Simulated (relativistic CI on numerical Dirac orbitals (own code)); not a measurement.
What each ingredient does to the levels of Mo XL

Base calculation: Dirac-Coulomb-Breit CI, orbitals from a KLI potential per configuration, model QED (radiative potential, 1s self-energy scaled to tabulated hydrogen-like ionisation energies), unscaled Slater integrals.

Configuration list (outside the closed core 1s2): 2s, 2p, 3s, 3p, 3d, 4s, 4p, 4d, 4f, 5s, 5p, 5d, 5f, 5g, 6s, 6p, 6d. Levels of other configurations are missing.

Variants: (1) Breit term removed. Shifts of the energy above 2s ²S1/2, in eV, for the lowest level and the first level of each name with at least 55 % of one term (blank where a level changes its place among those of its configuration and J or its character, or is not in the variant):

```csv
Level,Base,Δ(1)
2s ²S1/2,0.00,0.00
2p ²P°1/2,86.27,-2.54
2p ²P°3/2,212.15,+0.33
3s ²S1/2,3206.74,+1.82
3p ²P°1/2,3230.65,+1.13
3p ²P°3/2,3267.98,+1.93
3d ²D3/2,3276.33,+2.48
3d ²D5/2,3287.96,+2.52
4s ²S1/2,4313.90,+2.24
4p ²P°1/2,4323.73,+1.95
4p ²P°3/2,4339.44,+2.28
4d ²D3/2,4342.92,+2.50
4d ²D5/2,4347.83,+2.52
4f ²F°5/2,4348.02,+2.53
4f ²F°7/2,4350.45,+2.53
5s ²S1/2,4821.96,+2.38
5p ²P°1/2,4826.92,+2.24
5p ²P°3/2,4834.94,+2.41
5d ²D3/2,4836.71,+2.51
5d ²D5/2,4839.23,+2.53
5f ²F°5/2,4839.33,+2.53
5g ²G7/2,4840.58,+2.53
```

At this charge energies of transitions that change n are usually good to better than 1 %, and those within a shell (Δn = 0) to a few per cent.

Ionisation energy from the two ground configurations alone: base 5712.83 eV; Breit term removed 5715.36 eV. The NIST ASD value (theoretical) is 5713.19 eV.
